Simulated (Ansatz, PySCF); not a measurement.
Species: SiPH$_{5}$, charge 0, singlet. SiPH5 (silylphosphane, SMILES [SiH3]P).
B3LYP-D3(BJ)/def2-TZVP minimum from Ansatz (a program for electronic structure):
```
Si
H 1 1.4814
H 1 1.4814 2 109.01
H 1 1.4818 2 108.98 3 118.83
P 1 2.2675 2 107.93 4 124.18
H 5 1.4194 1 94.18 2 -74.13
H 5 1.4194 6 93.73 1 94.47
```
Charge 0, spin multiplicity 1.

Atomisation energy term by term, kcal/mol (programs: Ansatz). Radicals and triplets start from unrestricted determinants; spin-orbit coupling is neglected. Cores are frozen in correlated methods. Rows without X2C or -DK are non-relativistic. CBS(X,Y): correlation extrapolated as X^-3, Hartree-Fock from the larger set (Q,5: extrapolated as (X+1)exp(-9√X)). A bracket is a step between two methods taken in the basis named. '+ core + X2C': CCSD(T) terms for core correlation (cc-pwCVTZ, 1s frozen past Ne) and scalar relativity (cc-pVTZ-DK). For partners of very few electrons the exact lower level stands in for a higher one.

| term | basis | kcal/mol |
|---|---|---|
| Hartree-Fock | CBS(cc-pV(Q+d)Z,cc-pV(5+d)Z) | 339.07 |
| CCSD correlation | CBS(cc-pV(Q+d)Z,cc-pV(5+d)Z) | 113.79 |
| (T) | CBS(cc-pV(Q+d)Z,cc-pV(5+d)Z) | 4.40 |
| CCSDT(Q) - CCSD(T) | cc-pV(T+d)Z | 0.16 |
| core correlation | cc-pwCVTZ | 0.18 |
| scalar relativity | X2C, cc-pVTZ-DK | -1.09 |
| minus zero-point energy | Hessian by PySCF at B3LYP-D3(BJ)/def2-TZVP | -26.38 |
| sum: D0 |  | 430.1 |

The step beyond CCSD(T) by other levels: CCSDT(Q) in cc-pV(D+d)Z 0.42 kcal/mol.
